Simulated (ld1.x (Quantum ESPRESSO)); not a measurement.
## vanadium: variants of one TM potential

Base potential:

ld1.x (Quantum ESPRESSO) 7.5 input, shortened:

```
&input
   title='V', zed=23., rel=1, dft='PBE', iswitch=3,
   config='[Ar] 3d3 4s2 4p0 4f-2'
 /
 &inputp
   pseudotype=2, tm=.true., lloc=1,
   nlcc=.false.
 /
4
3S  1  0   2.00   0.00  1.45  1.45  0.0
3D  3  2   3.00   0.00  1.75  1.75  0.0
4F  4  3  -2.00   0.05  1.45  1.45  0.0
3P  2  1   6.00   0.00  1.15  1.15  0.0
 &test
   configts(1)='3s2 3p6 3d3 4s2 4p0'
 /
```

Occupied shells without a wave of their own: 4s. They enter only through the test configuration that unscreens the potential.

All-electron outer shells of the reference configuration (PBE, scalar-relativistic, ld1.x):

```
shell  level (eV)  outermost node (bohr)  outermost maximum (bohr)
   2s     -602.64                   0.09                      0.26
   2p     -503.16                      –                      0.21
   3s      -70.24                   0.38                      0.82
   3p      -44.04                   0.35                      0.84
   3d       -5.16                      –                      0.90
   4s       -4.70                   1.17                      2.76
   4p       -1.44                   1.30                      3.63
```

Cutoffs, loose and tight: the cutoffs (Ry, on a coarse ladder) from which the occupation-weighted sum of valence levels, in a spherical-Bessel basis at the reference potential, stays within 10 and 1 mRy of its value at 400 Ry. They do not see the model core or the augmentation charge, which bear on the density cutoff. Test errors are all-electron minus pseudo excitation energies from the reference, over the configurations 3s2 3p6 3d3 4s1 4p0; 3s2 3p6 3d3 4s0 4p0; 3s2 3p6 3d2 4s0 4p0; 3s2 3p6 3d4 4s1 4p0; 3s2 3p6 3d3.5 4s1.5 4p0; 3s2 3p6 3d2 4s2 4p1; 3s2 3p6 3d3 4s1 4p1. A dash means not determined; rows that change the core or the reference have their own tests.

A true bound ghost makes a file unfit for plane-wave use even where its test errors are small: the radial tests pick states by their node count and pass the ghost by. Where a test does run into it, the solver fails or the error is huge.

Cutoffs are not given where the Bessel-basis levels miss the radial ones by over 6 mRy, ghosts where they miss by over 20 mRy; a channel whose overlap is not positive is not tested.

On the changes marked as counting shells twice: ld1.x takes every shell without a wave as core, so the model core holds the marked electrons as well and exchange and correlation see them twice. This cancels in the reference configuration, but the file is broken for other ones, and its errors say nothing about a proper core correction.

| change | outcome | cutoff, loose | cutoff, tight | bound ghosts | largest test error (meV) |
| --- | --- | --- | --- | --- | --- |
| base | generated, misses its reference levels by 0.23 eV | 80 Ry | 110 Ry | none | -1275 |
| core correction a·sin(br)/r model core inside 1.10 bohr (4s counted twice) | generated, misses its reference levels by 0.23 eV | 80 Ry | 110 Ry | none | -2179 |
| core [Ar], valence charge 5; reference 3d4 4s1 4p0; waves now 4s (bound): rc 2.50 bohr; 4p (bound): rc 1.10 bohr; 3d (bound): rc 1.10 bohr; 4f channel at 0.05 Ry: rc 2.50 bohr; local potential all-electron potential smoothed inside 2.35 bohr (lloc = -1) | generated | 140 Ry | 160 Ry | p | +104 over the solved tests; 2 of 7 tests not solved or not reliable |
| all radii scaled by about 1.09 (s 1.58, p 1.26, d 1.92, f 1.58 bohr) | generated, misses its reference levels by 0.35 eV | 70 Ry | 100 Ry | none | -1925 |
| local potential all-electron potential smoothed inside 1.00 bohr (lloc = -1) | generated, misses its reference levels by 0.36 eV | 80 Ry | 110 Ry | none | -2026 |
| wave 4f channel at 0.05 Ry: rc 1.45 bohr becomes 4f channel at 1.14 Ry: rc 1.45 bohr | generated, misses its reference levels by 0.23 eV | 80 Ry | 110 Ry | none | -1275 |
| wave 3p (bound): rc 1.15 bohr becomes 3p (bound): rc 0.76 bohr | generated, misses its reference levels by 0.26 eV | 200 Ry | over 300 Ry | none | -1438 |
| type RRKJ; local potential all-electron potential smoothed inside 1.45 bohr (lloc = -1); rho0 0.005 | generated, misses its reference levels by 54.26 eV | – | – | not determined | no test is counted, since the test run did not reproduce the reference configuration |
| wave 4f channel at 0.05 Ry: rc 1.45 bohr becomes 4f channel at 0.05 Ry: rc 1.16 bohr | generated, misses its reference levels by 0.23 eV | 80 Ry | 110 Ry | none | -1275 |

Q: What comes out with this change to the base: wave 3d (bound): rc 1.75 bohr becomes 3d (bound): rc 1.10 bohr?

A: outcome: generated, misses its reference levels by 0.23 eV; cutoff, loose: 140 Ry; cutoff, tight: 160 Ry; bound ghosts: none; largest test error (meV): -1297.
